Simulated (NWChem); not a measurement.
Molecule: CH4O2Si; SMILES O=CO[SiH3]

```xyz
8

O     -0.7524    -1.5783     0.0000
C      0.4194    -1.2854     0.0000
O      0.8936    -0.0291     0.0000
Si    -0.2407     1.2625     0.0000
H      1.2419    -2.0158     0.0000
H     -1.0734     1.2262    -1.2237
H     -1.0734     1.2262     1.2237
H      0.6290     2.4603     0.0000
```
Atoms are numbered in this order, from 1.

All runs: NWChem. Structure relaxed at the B3LYP/6-31G* (spherical d) level.

Problem. Order these by “dipole (D)”, lowest first: Hartree-Fock/def2-TZVP; PBE/def2-TZVP; CAM-B3LYP/def2-TZVP.

Solution. PBE/def2-TZVP (1.51), CAM-B3LYP/def2-TZVP (1.61), Hartree-Fock/def2-TZVP (1.79)
